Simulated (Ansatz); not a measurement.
Mulliken charges of `[CH3][Al][GeH3]` radical from PBE/def2-TZVPP in Ansatz (PBE0-D4/def2-TZVP geometry).

```
atom   x (Å)   y (Å)   z (Å)  charge (e)
  C1  -0.876   1.332  -1.110      -0.408
 Al2   0.882   0.544  -0.713       0.269
 Ge3   0.949  -1.269   1.023      -0.107
  H4  -1.565   0.545  -1.436       0.098
  H5  -0.852   2.107  -1.878       0.104
  H6  -1.296   1.767  -0.195       0.098
  H7   2.360  -1.838   1.268      -0.016
  H8   0.053  -2.467   0.633      -0.019
  H9   0.433  -0.767   2.392      -0.019
```

By hand: the dipole of these point charges (1 e Å = 4.8032 D).

Σ q r = (0.077, 0.275, -0.281) e Å, of length 0.401 e Å = 1.93 D.

How does the dipole of the full density compare? (Best estimate.)

The calculation gave: (-0.100, 0.187, -0.160) e Å, 1.28 D; the point charges give 1.51 times that, at 34° from its direction.

Point charges leave out the atoms' own dipoles, such as those of lone pairs, and Mulliken's split depends on the basis, so the two needn't agree.
